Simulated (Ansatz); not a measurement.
All numbers were calculated with Ansatz.

A structure relaxed at PBE0-D4/def2-TZVP, charge 0, multiplicity 2:

```csv
atom,x (Å),y (Å),z (Å)
O1,0.3203,-1.2811,1.1765
Ge2,-0.0068,-0.0032,-0.0041
F3,1.2182,1.1584,0.1658
F4,-0.0092,-0.5871,-1.5978
F5,-1.5226,0.7131,0.2595
```

(1) Give its formula and SMILES.

(2) Summarise the bond lengths by kind.

Results:

(1) F3GeO, `[O][Ge]([F])([F])[F]`.

(2) 1 × Ge–O 1.770 Å; 3 × F–Ge 1.697 Å.
